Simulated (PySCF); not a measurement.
SMILES Oc1ccccc1S (C6H6OS), GFN2-xTB optimised geometry.

```
14

O     -1.36    -1.72     0.00
C     -0.70    -0.52     0.00
C     -1.38     0.69     0.00
C     -0.69     1.88     0.00
C      0.70     1.88     0.00
C      1.38     0.68     0.00
C      0.70    -0.52     0.00
S      1.60    -2.04     0.00
H     -2.31    -1.57     0.00
H     -2.46     0.68     0.00
H     -1.23     2.81     0.00
H      1.24     2.81     0.00
H      2.46     0.66     0.00
H      0.52    -2.81    -0.01
```

Density from PBE0/def2-TZVP (PySCF) at that geometry.

Minimum of the electron density along straight lines between bonded atoms, close to the bond critical point (lines longer than 1.1 times the sum of covalent radii, or with two minima, are not listed):

| bond | length / Å | ρ at the minimum / e bohr⁻³ | ∇²ρ there / e bohr⁻⁵ | position (fraction from the first atom) |
|---|---|---|---|---|
| O1–C2 | 1.368 | 0.288 | -0.55 | 0.66 |
| C2–C3 | 1.386 | 0.322 | -0.95 | 0.52 |
| C3–C4 | 1.385 | 0.320 | -0.94 | 0.51 |
| C4–C5 | 1.383 | 0.322 | -0.96 | 0.50 |
| C5–C6 | 1.383 | 0.321 | -0.95 | 0.50 |
| C2–C7 | 1.398 | 0.316 | -0.92 | 0.51 |
| C6–C7 | 1.387 | 0.319 | -0.94 | 0.48 |
| C7–S8 | 1.767 | 0.198 | -0.38 | 0.49 |
| O1–H9 | 0.964 | 0.360 | -2.47 | 0.81 |
| C3–H10 | 1.082 | 0.283 | -1.00 | 0.64 |
| C4–H11 | 1.079 | 0.288 | -1.03 | 0.65 |
| C5–H12 | 1.079 | 0.288 | -1.03 | 0.64 |
| C6–H13 | 1.079 | 0.288 | -1.04 | 0.65 |
| S8–H14 | 1.328 | 0.225 | -0.69 | 0.65 |
